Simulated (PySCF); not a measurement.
All values below come from PBE-D3(BJ)/def2-TZVP // B3LYP-D3(BJ)/def2-TZVP (PySCF 2.14.0). Isolated molecules, 0 K electronic values unless said otherwise. Excitations are Tamm–Dancoff values on a coarser integration grid. The basis has no diffuse functions, so Rydberg states are missing or too high.

Reference species (SMILES): `[SiH2]=NC#C` (neutral, multiplicity 1).

The dipole moment is 2.79 D and the LUMO is -3.19 eV. The T1 excitation (TDA) is 1.88 eV.

Changed species: `C=[si]1cn1`.

Task: What does the change do to the dipole moment, LUMO and T1 excitation (TDA)?

Result: the dipole moment falls by 1.16 D, to 1.63 D; the LUMO rises by 0.52 eV, to -2.67 eV; the T1 excitation (TDA) goes up by 0.85 eV, to 2.73 eV.
